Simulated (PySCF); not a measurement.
Isomers of C5H6N2Si, mass 122.030 u with the commonest isotopes. Computed with PBE0-D3(BJ)/def2-SVP geometry optimisation, gas phase in PySCF 2.14.0. One conformer each, none proved a minimum here; rigid rotors.

Task: Order these by rotational constant B, smallest first.
A. `[N:1]#[C:2][SiH2:3][n:4]1[cH:5][cH:6][cH:7][cH:8]1` with C2–Si3–N4–C5 84°
B. `N#Cc1ccn([SiH3])c1`
C. `[CH3:1][C:2]#[C:3]/[CH:4]=[N:5]/[SiH2:6][C:7]#[N:8]` with C4–N5–Si6–C7 -117°

Result: C (558.5 MHz), B (914.1 MHz), A (1014 MHz).

Task: Order these by rotational constant C, largest first.
A. `[N:1]#[C:2][SiH2:3][n:4]1[cH:5][cH:6][cH:7][cH:8]1` with C2–Si3–N4–C5 84°
B. `[CH3:1][C:2]#[C:3]/[CH:4]=[N:5]/[SiH2:6][C:7]#[N:8]` with C4–N5–Si6–C7 -117°
C. `N#Cc1ccn([SiH3])c1`

Result: A (986.9 MHz), C (791.9 MHz), B (515.9 MHz).

Task: Order these by out-of-plane moment Σ m c² = (Ia + Ib − Ic)/2, largest first.
A. `[N:1]#[C:2][SiH2:3][n:4]1[cH:5][cH:6][cH:7][cH:8]1` with C2–Si3–N4–C5 84°
B. `[CH3:1][C:2]#[C:3]/[CH:4]=[N:5]/[SiH2:6][C:7]#[N:8]` with C4–N5–Si6–C7 -117°
C. `N#Cc1ccn(c1)[SiH3]`

Result: A (58.10 u·Å²), B (12.08 u·Å²), C (3.00 u·Å²).

| SMILES | point group | Ia (u·Å²) | Ib (u·Å²) | Ic (u·Å²) | κ | μa (D) | μb (D) | μc (D) |
| --- | --- | --- | --- | --- | --- | --- | --- | --- |
| N#Cc1ccn([SiH3])c1 | near Cs | 91.28 | 552.88 | 638.15 | -0.95 | 6.22 | 0.72 | 0.02 |
| N#C[SiH2]n1cccc1 | – | 129.69 | 498.59 | 512.08 | -0.98 | 1.33 | 2.70 | 0.29 |
| CC#C/C=N/[SiH2]C#N | C1 | 98.86 | 904.93 | 979.64 | -0.98 | 4.91 | 2.61 | 0.88 |
